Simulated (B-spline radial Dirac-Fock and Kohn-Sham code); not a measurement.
**Nd²⁺ 4f5/2: cross section and angular parameters**

System: Nd²⁺ in the configuration 1s2 2s2 2p6 3s2 3p6 3d10 4s2 4p6 4d10 4f4 5s2 5p6; threshold 21.63 eV (orbital energy of the model). The computed values come from an atomic code on a B-spline grid: Dirac-Hartree-Slater photoionisation with a Latter tail; cross sections with all multipoles, angular parameters from the dipole term and its interference with E2.

For linearly polarised light dσ/dΩ = σ/(4π) [1 + β P₂(cos θ) + (δ + γ cos²θ) sin θ cos φ], with θ from the polarisation vector and φ the angle between the beam and the projection of the electron momentum on the plane normal to the polarisation.

| hν (eV) | σ (kb) | β | γ | δ |
| --- | --- | --- | --- | --- |
| 53.5 | 1730 | 0.529 | 0.007 | 0.009 |
| 58.4 | 1790 | 0.490 | 0.006 | 0.010 |
| 65.6 | 1810 | 0.450 | 0.006 | 0.011 |
| 65.7 | 1810 | 0.449 | 0.006 | 0.011 |
| 80 | 1730 | 0.413 | 0.005 | 0.012 |
| 83.7 | 1700 | 0.410 | 0.006 | 0.013 |
| 104 | 1460 | 0.415 | 0.007 | 0.016 |
| 129 | 1210 | 0.448 | 0.010 | 0.018 |
| 232 | 516 | 0.654 | 0.021 | 0.027 |
| 314 | 275 | 0.790 | 0.037 | 0.034 |
| 360 | 198 | 0.850 | 0.049 | 0.037 |
| 371 | 183 | 0.863 | 0.052 | 0.038 |
| 503 | 81.4 | 0.976 | 0.097 | 0.049 |
| 703 | 30.2 | 1.057 | 0.180 | 0.064 |
| 711 | 29.1 | 1.059 | 0.183 | 0.065 |
| 800 | 20.1 | 1.074 | 0.222 | 0.071 |
| 1220 | 4.90 | 1.071 | 0.390 | 0.098 |
| 1253.6 | 4.46 | 1.068 | 0.402 | 0.100 |
| 1440 | 2.73 | 1.049 | 0.466 | 0.111 |
| 1580 | 1.96 | 1.032 | 0.510 | 0.120 |
| 2000 | ? | ? | ? | ? |
| 2240 | 0.533 | 0.947 | 0.683 | 0.159 |
| 2930 | 0.187 | 0.869 | 0.821 | 0.200 |
| 3180 | 0.135 | 0.844 | 0.864 | 0.215 |
| 3630 | 0.0790 | 0.804 | 0.934 | 0.240 |
| 4630 | 0.0287 | 0.730 | 1.062 | 0.296 |
| 5414.7 | 0.0147 | 0.683 | 1.141 | 0.337 |
| 8047.8 | 0.00258 | 0.568 | 1.320 | 0.467 |
| 12000 | 0.000414 | 0.464 | 1.453 | 0.638 |
| 15000 | 0.000146 | 0.415 | 1.507 | 0.753 |

Task: Give the values at 2000 eV.

Result: σ = 0.819 kb, β = 0.978, γ = 0.626, δ = 0.145.
